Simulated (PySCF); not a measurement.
Work out the structure from these simulated measurements.

Formula: C4H10ClFSi.

| Quantity | Value |
| --- | --- |
| 1H NMR | chemical shifts (computed TMS as zero) by class: 6.21 (1 H), 0.17 (9 H) ppm [GIAO B97-2/pcSseg-2] |
| Rotational structure | rotational constants A, B, C: 2.153, 1.267, 1.079 GHz [PBE0-D3(BJ)/def2-TZVP] |
| Dipole | 2.56 D [B97-2/pcSseg-2] |
| NMR, other nuclei | isotropic shieldings of nuclei other than C and H, by class: 363 (1 F), 345 (1 Si), 752 (1 Cl) ppm [GIAO B97-2/pcSseg-2] |
| 13C NMR | chemical shifts (computed TMS as zero) by class: 111.0 (1 C), -4.6 (3 C) ppm [GIAO B97-2/pcSseg-2] |

Electronic properties: PySCF, gas phase, density fitting. Levels stand in brackets. Isolated species at its PBE0-D3(BJ)/def2-TZVP geometry, gas phase. Each NMR value is the plain mean over a class of atoms that symmetry, rotation or inversion makes alike.

Task: What is the compound? Reason from the data.

Result: Numbering: `[CH3:1][Si:2]([CH3:3])([CH3:4])[C@H:5]([F:6])[Cl:7]`. Its formula, C4H10ClFSi, gives 0 degrees of unsaturation, so no ring and no π bond. 4 carbons fall into 2 classes; from least to most shielded: sp3 C–F carbon [C5] (111.0 ppm), Si-methyl carbon [C1/C3/C4] (-4.6 ppm, 3 C, up to 3.4 ppm apart in this geometry). Hydrogen classes from least to most shielded: 1 H on an sp3 C–F carbon, C5 (6.21 ppm), 9 H on 3 Si-methyl carbons, C1/C3/C4 (0.17 ppm, a mean of values up to 0.7 ppm apart in this geometry). The other shieldings belong to: 363 ppm, alkyl fluorine [F6]; 345 ppm, four-coordinate silicon [Si2]; 752 ppm, chlorine on a fluorinated carbon [Cl7]. The optimised geometry has point group C1 and is an asymmetric top. Structure: TMS-CHClF (`C[Si](C)(C)[C@H](F)Cl`). The assignments are read from this structure; whether some other isomer fits the data as well wasn't checked. The mirror image fits equally.

The values belong to the conformer `[CH3:1][Si:2]([CH3:3])([CH3:4])[C@H:5]([F:6])[Cl:7]`: C1–Si2–C5–F6 62°.
